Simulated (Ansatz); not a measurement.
Cost and result for the atomization energy of `OBCCO` (12 atoms, 11 bonds).

```csv
atom,x (Å),y (Å),z (Å)
O1,1.092,1.917,-1.201
B2,0.428,0.738,-1.119
C3,0.438,-0.048,0.233
C4,-0.853,-0.780,0.555
O5,-0.747,-1.649,1.665
H6,1.064,2.309,-2.077
H7,-0.132,0.311,-2.098
H8,1.235,-0.802,0.141
H9,0.731,0.610,1.059
H10,-1.146,-1.414,-0.285
H11,-1.668,-0.058,0.710
H12,-0.442,-1.135,2.417
```

Total charge 0; spin multiplicity 1. All single points use the PBE0-D4/def2-TZVP geometry. It is one conformer, not always the lowest. Program: Ansatz. All runs use 4 threads of an Arm Neoverse V1 on a shared host. Times are those of one run each, without the atoms' runs, and a repeat can differ threefold. Electronic energies, without spin–orbit coupling; frozen cores. CCSD(T)/CBS adds CCSD(T) − MP2 in def2-TZVPP to the MP2 limit, and its time is that of the two runs behind it. T1 = 0.012. B3LYP takes the VWN-RPA correlation (the form of Gaussian; ORCA's B3LYP/G).

CCSD(T)/CBS is a level of theory with its own doubt, some kJ/mol a heavy atom from the limit and from the frozen cores, so smaller differences don't rank the functionals.

```csv
level,functions,wall time
PBE-D4/def2-TZVPP (with forces),253,2.2 s
PBE0-D4/def2-TZVPP,253,2.3 s
B3LYP-D4/def2-TZVPP (with forces),253,3.7 s
r2SCAN-D4/def2-TZVPP (with forces),253,4.1 s
B2PLYP/def2-TZVPP,253,4.4 s
ωB97X-V/def2-TZVPP,253,6.5 s
ωB97M-V/def2-TZVPP (with forces),253,9 s
MP2/def2-QZVPP,495,21 s
CCSD(T)/def2-TZVPP,253,2.4 min
CCSD(T)/CBS(def2),–,2.7 min
```

Q: What atomization energy does each give, and how far from CCSD(T)/CBS? (An estimate is asked.)

A: The calculation gave: 
| level | atomization (kcal/mol) | difference from CCSD(T)/CBS | per bond |
| --- | --- | --- | --- |
| PBE-D4/def2-TZVPP (with forces) | 1156.6 | 24.4 | 2.2 |
| PBE0-D4/def2-TZVPP | 1134.9 | 2.7 | 0.3 |
| B3LYP-D4/def2-TZVPP (with forces) | 1132.3 | 0.1 | 0.0 |
| r2SCAN-D4/def2-TZVPP (with forces) | 1136.3 | 4.1 | 0.4 |
| B2PLYP/def2-TZVPP | 1122.8 | -9.4 | -0.9 |
| ωB97X-V/def2-TZVPP | 1133.0 | 0.8 | 0.1 |
| ωB97M-V/def2-TZVPP (with forces) | 1136.8 | 4.6 | 0.4 |
| MP2/def2-QZVPP | 1142.7 | 10.5 | 1.0 |
| CCSD(T)/def2-TZVPP | 1105.0 | -27.2 | -2.5 |
| CCSD(T)/CBS(def2) | 1132.2 | 0.0 | 0.0 |

In def2-TZVPP, CCSD(T) changes the Hartree–Fock value by +272.7 kcal/mol (the triples alone add +15.3 kcal/mol) and MP2 by +294.4 kcal/mol; breaking electron pairs costs correlation energy, which Hartree–Fock lacks. The D4 term adds +6.6 kcal/mol with B3LYP and +3.5 kcal/mol with PBE0; it sums over pairs of atoms, weighted by their polarisabilities, and B3LYP, whose exchange is more repulsive, gets the larger term. From PBE to PBE0 (25 % exact exchange), in def2-TZVPP and without D4, the atomization energy moves by −21.0 kcal/mol: exact exchange takes away binding that semilocal exchange gives to molecules.
